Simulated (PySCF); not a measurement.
Computed IR spectrum (relative IR intensity) of a molecule CH8FNSi2. The structure is a stationary point at PBE0-D3(BJ)/def2-SVP. Other conformers were not sampled. These are PBE0-D3(BJ)/def2-SVP (PySCF 2.14.0) values and carry that method's errors. Frequencies are harmonic and unscaled.

```
ν (cm⁻¹)  relative intensity
--------  ------------------
172                      3.1
270                      9.2
274                       16
404                      4.7
492                      2.6
614                      3.1
679                      5.4
735                      8.7
786                      100
822                      8.6
844                       88
853                       86
904                       79
922                       13
949                       36
1093                     4.0
1262                     3.2
1638                     8.7
2195                      33
2205                      31
2227                      48
2236                      61
3058                     4.8
```

Q: Which molecule gave these data?
A) NC[SiH2][SiH2]F
B) N[C@H]([SiH3])[SiH2]F
C) N[Si@H](F)C[SiH3]
D) N[SiH2][SiH2]CF

A: A, NC[SiH2][SiH2]F
